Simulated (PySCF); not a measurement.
C2H6GaN.
Atom-mapped SMILES: `[CH:1]#[C:2][GaH2-:3][NH3+:4]` (hydrogens: H5 on C1; H6, H7 on Ga3; H8, H9, H10 on N4)

Cartesian coordinates in Å at the PBE0-D3(BJ)/def2-SVP level; atoms count from 1:
```xyz
10
C2H6GaN angstrom
C      2.5437   -0.5000    0.1928
C      1.5075    0.1459    0.2219
Ga    -0.1872    1.1157    0.2404
N     -1.3686   -0.5779   -0.3086
H      3.4629   -1.0586    0.1738
H     -0.7946    1.4332    1.6584
H     -0.4609    2.0600   -0.9897
H     -2.3662   -0.3810   -0.3832
H     -1.0460   -0.9395   -1.2063
H     -1.2401   -1.3182    0.3813
```

Computed with PBE0-D3(BJ)/def2-SVP geometry optimisation, gas phase in PySCF 2.14.0.

Masses are those of the commonest isotopes; rigid-rotor values at the optimised geometry. 

Q: What are A, B and C (MHz)?

A: Ia = 68.86, Ib = 166.05, Ic = 224.61 u·Å²; 505379 MHz·u·Å²/I gives A = 7339, B = 3044, C = 2250 MHz.

Q: Classify the top.

A: An asymmetric top; Ray's κ = -0.688.

Q: Is it planar, by Δ = Ic − Ia − Ib?

A: Not planar: Δ = Ic − Ia − Ib = -10.30 u·Å². For a rigid frame Δ = −2 Σ m c², so Σ m c² = 5.15 u·Å² lies off the ab plane, practically all of it from hydrogen. The atom farthest from that plane is 1.37 Å away.

Q: Give the other two planar moments, Paa and Pbb, and the rms extents of the mass along the axes.

A: Paa = Σ m a² = (Ib + Ic − Ia)/2 = 160.90 and Pbb = Σ m b² = (Ia + Ic − Ib)/2 = 63.71 u·Å². With the mass M = 112.98 u, the rms extents √(P/M) along a, b and c are 1.19, 0.75, 0.21 Å.

Q: Which types of transition are allowed, and where do some lines up to J = 5 fall?

A: The dipole components are |μa| = 2.26 D, |μb| = 4.82 D, |μc| = 0.00 D; the mirror of this Cs structure is the ab plane, so μc vanishes by symmetry and there are no c-type lines. Intensities carry the squares of the components, which stand as 0.22 : 1.00 (a : b). Some of the stronger lines:

```
type  branch         J(Ka,Kc)    MHz  lower level (cm⁻¹)
   a       Q  4(2,2) ← 4(2,3)   1408               2.389
   a       Q  3(1,2) ← 3(1,3)   4753               1.135
   b       Q  4(1,3) ← 4(0,4)   9776               1.719
   a       R  2(1,2) ← 1(1,1)   9794               0.320
   a       R  2(0,2) ← 1(0,1)  10487               0.177
   b       Q  5(1,4) ← 5(0,5)  12885               2.547
   b       Q  2(2,0) ← 2(1,1)  12988               0.726
   b       Q  2(2,1) ← 2(1,2)  15268               0.647
   a       R  3(1,2) ← 2(1,1)  17004               0.726
   b       R  5(1,4) ← 4(2,3)  17602               2.389
   b       Q  4(2,3) ← 4(1,4)  18205               1.782
   b       R  3(1,3) ← 2(0,2)  18234               0.526
   a       R  4(3,1) ← 3(3,0)  21400               2.470
   a       R  4(2,2) ← 3(2,1)  22013               1.702
   b       Q  4(3,2) ← 4(2,3)  23779               2.389
   a       R  5(1,5) ← 4(1,4)  24121               1.782
   b       Q  5(3,3) ← 5(2,4)  24270               3.265
   a       R  5(3,3) ← 4(3,2)  26736               3.182
   a       R  5(3,2) ← 4(3,1)  26898               3.184
   a       R  5(2,3) ← 4(2,2)  27892               2.436
   b       Q  5(4,1) ← 5(3,2)  32430               4.082
   b       R  4(2,3) ← 3(1,2)  32861               1.293
   b       R  3(3,1) ← 2(2,0)  39303               1.159
   b       Q  5(5,0) ← 5(4,1)  42023               5.163
   b       R  4(3,1) ← 3(2,2)  44930               1.686
   b       R  5(2,3) ← 4(1,4)  47505               1.782
   b       R  4(4,0) ← 3(3,1)  54042               2.470
   b       R  5(4,1) ← 4(3,2)  59384               3.182
```

Not checked by PBE0-D3(BJ)/def2-SVP frequencies. These are rigid-rotor constants of the computed structure; measured ground-state constants (B0) also hold zero-point vibration. A rigid rotor knows nothing of internal rotation, which can split or shift real lines. Quadrupole hyperfine structure (14N, 69Ga) is left out.

The run took 22 s wall on one thread, Arm Neoverse V2 (aarch64), on a shared host, and the process peaked at 0.42 GiB of memory. These figures are those of the optimisation.
